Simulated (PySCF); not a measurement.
InBr₃, optimised at PBE/def2-SVP:

```xyz
4

In     0.5052    -0.1961    -0.3248
Br    -0.2298     1.1129    -2.3052
Br    -0.2058    -2.5630    -0.0642
Br     1.9502     0.8637     1.3970
```

Energies from PySCF (xtb for GFN2), thermal terms from the rigid-rotor harmonic-oscillator model, ideal gas at 1 bar. All species are closed-shell singlets. In: scalar-relativistic def2 core potential, no spin-orbit coupling. Br: all electrons, no relativistic terms.

List the harmonic frequencies (cm⁻¹, unscaled) at this level and at the other levels, each on its own geometry.


- PBE/def2-SVP: 59, 60, 73, 196, 273, 273
- GFN2-xTB: 52, 52, 58, 172, 253, 253
- PBE0/def2-TZVP: 60, 61, 80, 212, 285, 285
